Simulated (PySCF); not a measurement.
PySCF input file for SiH₃Cl, SMILES Cl[SiH3], IEF-PCM-B3LYP/def2-SVP. Geometry: B3LYP-D3(BJ)/def2-TZVP. The isomer is the one that the SMILES or the coordinates give; other isomers of the formula were not compared.

```python
import numpy as np
from pyscf import gto, scf, dft
from pyscf.solvent import pcm

mol = gto.M(
    atom='''
    Si   -0.00000000   -0.00000000   -0.99188994
    Cl    0.00000000    0.00000000    1.07443362
    H     1.21219284    0.69985986   -1.45963746
    H    -1.21219282    0.69985985   -1.45963747
    H     0.00000000   -1.39971971   -1.45963747
    ''',
    basis='def2-SVP',
    charge=0,
    spin=0,
    max_memory=1600,
    verbose=3,
)
mf = dft.RKS(mol, xc='b3lyp').density_fit(auxbasis='def2-universal-jkfit')
mf.grids.level = 3
mf.conv_tol = 1e-9
mf.max_cycle = 100
mf.kernel()
res = {}
for name, eps in {'water': 78.355, 'toluene': 2.3741, 'acetonitrile': 35.688}.items():
    s = mf.PCM()
    s.with_solvent.method, s.with_solvent.eps, s.with_solvent.lebedev_order = 'IEF-PCM', eps, 29
    s.kernel(mf.make_rdm1())
    res[name] = (s.e_tot, eps, s.dip_moment(), s.mo_energy, s.converged)
    print(f'{name}: electrostatic solvation free energy {(s.e_tot - mf.e_tot) * 627.509474:.3f} kcal/mol')
```

It prints:

```
converged SCF energy = -751.328457443125

WARN: PCM is an experimental feature. It is still in testing.
Features and APIs may be changed in the future.

converged SCF energy = -751.32995573054
Dipole moment(X, Y, Z, Debye): -0.00000, -0.00008, -1.69508
water: electrostatic solvation free energy -0.940 kcal/mol

WARN: PCM is an experimental feature. It is still in testing.
Features and APIs may be changed in the future.

converged SCF energy = -751.329174075287
Dipole moment(X, Y, Z, Debye): -0.00000, -0.00007, -1.51270
toluene: electrostatic solvation free energy -0.450 kcal/mol

WARN: PCM is an experimental feature. It is still in testing.
Features and APIs may be changed in the future.

converged SCF energy = -751.329920172536
Dipole moment(X, Y, Z, Debye): -0.00000, -0.00008, -1.68679
acetonitrile: electrostatic solvation free energy -0.918 kcal/mol
```

Self-consistency was reached.

Cost: around 12 core-seconds (rough).
